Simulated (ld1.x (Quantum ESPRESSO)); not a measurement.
selenium: ultrasoft pseudisation with PBE, scalar-relativistic reference atom.

ld1.x (Quantum ESPRESSO) 7.5 input, shortened:

```
&input
   title='Se', zed=34., rel=1, dft='PBE', iswitch=3,
   config='[Ar] 3d10 4s2 4p3'
 /
 &inputp
   pseudotype=3, tm=.true., lloc=-1, rcloc=1.10,
   nlcc=.true., rcore=0.70,
   which_augfun='PSQ', rmatch_augfun_nc=.true.
 /
4
4S  1  0   2.00   0.00  1.00  1.30  0.0
4S  1  0   0.00   1.30  1.00  1.30  0.0
4P  2  1   3.00   0.00  1.40  1.95  0.0
4P  2  1   0.00   0.10  1.40  1.95  0.0
 &test
   configts(1)='4s2 4p3'
 /
```

Poles of the logarithmic derivatives, all-electron (AE) and pseudo (PS). s: poles at -0.5 (AE) and -0.5 (PS) Ry. p: poles at 1.0 (AE) and 1.0 (PS) Ry. Test radius 2.15 bohr.

- Cutoffs needed: 25 Ry and 40 Ry (the cutoffs (Ry, on a coarse ladder) from which the occupation-weighted sum of valence levels, in a spherical-Bessel basis at the reference potential, stays within 10 and 1 mRy of its value at 400 Ry)
- Ghost test: ghost states, extra bound levels that the all-electron valence spectrum of the same l lacks: s at -116.0 eV, d at -7.5 eV; a true bound ghost makes a file unfit for plane-wave use (spherical-Bessel basis up to 400 Ry, 20 bohr box)
- Configuration tests: test run stopped at test 3 of 7 (negative rho)
- Lowest eigenvalue of the overlap operator: 0.53 (p channel)
- Density cutoff estimated by the generator: 186 Ry
